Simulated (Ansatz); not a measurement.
Consider the formal exchange of groups at the Si–Ge bond: `[OH][Ge]([OH])([OH])[SiH3]` + `ClB1CC1` → `[SiH3]C1CB1Cl` + `[OH][GeH]([OH])[OH]`.

Isolated molecules relaxed with PBE0-D4/def2-TZVP in Ansatz; ΔE leaves out vibrations. CBS: MP2 limit from def2 TZ/QZ plus the TZ coupled-cluster correction, frozen cores. Functionals use def2-TZVPP. For Ge outer-core shells are correlated without core-valence functions, which leaves a few kJ/mol of doubt a bond. Scalar relativity is left out up to krypton. Each species was taken in one conformer, which may not be the lowest.

```
         level  ΔE (eV)
     r2SCAN-D4     0.03
       ωB97M-V    -0.01
 HF/def2-TZVPP    -0.06
MP2/def2-TZVPP    -0.10
```

Q: What does CCSD(T)/CBS give? (Best estimate.)

A: Computed: -0.01 eV. The listed levels differ from it by 0.04, 0.00, -0.05, -0.09 eV.

Largest T1 diagnostic among the species: 0.013.

From PBE to PBE0 (25 % exact exchange), in def2-TZVPP and without D4, ΔE moves by −0.06 eV.
